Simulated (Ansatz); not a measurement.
Basis-set extrapolation for C3H5F3O, SMILES `CC(F)OC(F)F` (PBE0-D4/def2-TZVP geometry, frozen core, the Gaussian-basis code of Ansatz). Multiplicity 1, RHF reference.

|  | def2-TZVPP | def2-QZVPP |
| --- | --- | --- |
| HF | -489.919322 | -489.940839 |
| MP2 correlation | -1.478947 | -1.603514 |
| CCSD(T) correlation | -1.557476 | not run |

Energies in hartree. Use E(X) = E(∞) + A·exp(−7.88·√X) for Hartree–Fock and E(X) = E(∞) + B·X^(−2.97) for correlation, with X = 3 and 4, and add CCSD(T) minus MP2 of the smaller set to the MP2 limit.

Question: What is the CCSD(T) energy at the basis-set limit?

Answer: HF limit: -489.940839 + (-0.021517) × 0.13774 = -489.94380. MP2 limit: -1.603514 + (-0.124567) × 0.74074 = -1.69579. Higher-order term: -1.557476 − (-1.478947) = -0.07853. Total: -491.71812 hartree, 633.6 kJ/mol below CCSD(T)/def2-TZVPP.
